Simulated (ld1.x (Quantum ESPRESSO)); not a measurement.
**What the settings do to the ultrasoft potential of F**

Base potential:

```
Element                 : fluorine (F)
Generator               : ld1.x (Quantum ESPRESSO) 7.5
Type                    : ultrasoft
Functional              : PW91
Relativity              : non-relativistic
Frozen core             : [He]
Valence charge          : 7
Reference configuration : 2s1 2p6
Partial waves           : 2s (bound): rcut 0.45, rcutus 0.60 bohr; 2s channel at -1.9 Ry: rcut 0.45, rcutus 0.60 bohr; 2p (bound): rcut 1.20, rcutus 1.65 bohr; 2p channel at 0.55 Ry: rcut 1.20, rcutus 1.65 bohr; 3d channel at -0.1 Ry: rcut 1.40, rcutus 1.90 bohr; 3d channel at 1.15 Ry: rcut 1.40, rcutus 1.90 bohr
Local potential         : all-electron potential smoothed inside 1.05 bohr (lloc = -2)
Core correction         : none
Augmentation charge     : built from norm-conserving waves at rcut, not smoothed further
```

All-electron outer shells of the reference configuration (PW91, non-relativistic, ld1.x):

```csv
shell,level (eV),outermost node (bohr),outermost maximum (bohr)
2s,-30.34,0.24,0.76
2p,-11.63,–,0.71
```

Cutoffs, loose and tight: the cutoffs (Ry, on a coarse ladder) from which the occupation-weighted sum of valence levels, in a spherical-Bessel basis at the reference potential, stays within 10 and 1 mRy of its value at 400 Ry. They do not see the model core or the augmentation charge, which bear on the density cutoff. Test errors are all-electron minus pseudo excitation energies from the reference, over the configurations 2s2 2p5; 2s2 2p4; 2s2 2p3; 2s2 2p4.5; 2s1 2p5; 2s2 2p2; 2s2 2p5.3. A dash means not determined; rows that change the core or the reference have their own tests. The largest error is taken over the tests solved by every variant that gives reliable tests at all: 2s1 2p5; 2s2 2p2; 2s2 2p4; 2s2 2p4.5; 2s2 2p5; 2s2 2p5.3.

Cutoffs are not given where the Bessel-basis levels miss the radial ones by over 6 mRy, ghosts where they miss by over 20 mRy; a channel whose overlap is not positive is not tested.

A file whose overlap is not positive is unfit for use, and its test errors describe a broken file.

| change | outcome | cutoff, loose | cutoff, tight | bound ghosts | largest test error (meV) |
| --- | --- | --- | --- | --- | --- |
| base | generated | 90 Ry | 120 Ry | none | +892 |
| all radii scaled by about 1.35 (s 0.82, p 2.22, d 2.56 bohr, rcut 0.60/1.62/1.90); local potential all-electron potential smoothed inside 1.42 bohr (lloc = -2) | generated | – | – | not determined | -2008 |
| waves 2p (bound): rcut 1.20, rcutus 1.62 bohr; 2p channel at 0.55 Ry: rcut 1.20, rcutus 1.62 bohr | generated | 90 Ry | 120 Ry | none | +905 |
| local potential all-electron potential smoothed inside 1.36 bohr (lloc = -2) | generated, overlap not positive | – | – | not determined (overlap not positive) | +888 |
| local potential all-electron potential smoothed inside 1.10 bohr (lloc = -2) | generated | 90 Ry | 120 Ry | none | +896 |
| core correction a·sin(br)/r model core inside 0.54 bohr | generated | 90 Ry | 120 Ry | none | +810 |
| functional PBE; removed wave 3d channel at 1.15 Ry: rcut 1.40, rcutus 1.90 bohr | generated | 90 Ry | 120 Ry | none | +864 |
| fully relativistic | generated | 90 Ry | 120 Ry | none | +907 |
| waves 2s (bound): rcut 0.45, rcutus 0.68 bohr; 2s channel at -1.9 Ry: rcut 0.45, rcutus 0.68 bohr | generated | 60 Ry | 90 Ry | none | +894 |
| type TM semilocal; waves now 2s (bound): rc 0.60 bohr; 2p (bound): rc 1.65 bohr; 3d channel at -0.1 Ry: rc 1.90 bohr; local potential the d channel | generated | 100 Ry | 230 Ry | none | +2092 |
| wave 3d channel at 1.15 Ry: rcut 1.40, rcutus 1.90 bohr becomes 3d channel at 1.59 Ry: rcut 1.40, rcutus 1.90 bohr | generated | 90 Ry | 120 Ry | none | +892 |
